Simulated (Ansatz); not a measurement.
Compare A (`[CH3][Al]1[CH2][C]1(F)F`) with its isomer B (`C=C[CH2][Al]([F])[F]`).

Calculated with Ansatz (gas phase, PBE0-D4/def2-TZVP geometries, no zero-point term in ΔE). CBS: MP2 limit from def2 TZ/QZ plus the TZ coupled-cluster correction, frozen cores. DFT in def2-TZVPP. Each species was taken in one conformer, which may not be the lowest.

Question: Which is lower in electronic energy at CCSD(T)/CBS, and by how much? (Best estimate.)

Answer: The calculation gave: B, by 133.8 kcal/mol.

Question: Give E(B) − E(A) in kcal/mol with PBE0-D4, ωB97M-V, B2PLYP, CCSD(T)/def2-TZVPP, r2SCAN-D4, HF/def2-TZVPP, MP2/def2-TZVPP. (Best estimate.)

Answer: Computed: PBE0-D4 -124.0, ωB97M-V -127.5, B2PLYP -131.9, CCSD(T)/def2-TZVPP -132.7, r2SCAN-D4 -127.7, HF/def2-TZVPP -137.4, MP2/def2-TZVPP -136.7. None reverses the order clearly.

Largest T1 diagnostic: 0.013.

From PBE to PBE0 (25 % exact exchange), in def2-TZVPP and without D4, E(B) − E(A) moves by −3.8 kcal/mol. The D4 term adds −1.1 kcal/mol with B3LYP and −0.6 kcal/mol with PBE0; it sums over pairs of atoms, weighted by their polarisabilities, and B3LYP, whose exchange is more repulsive, gets the larger term.

B3LYP here is the variant with VWN-RPA as its local correlation; programs differ in this.
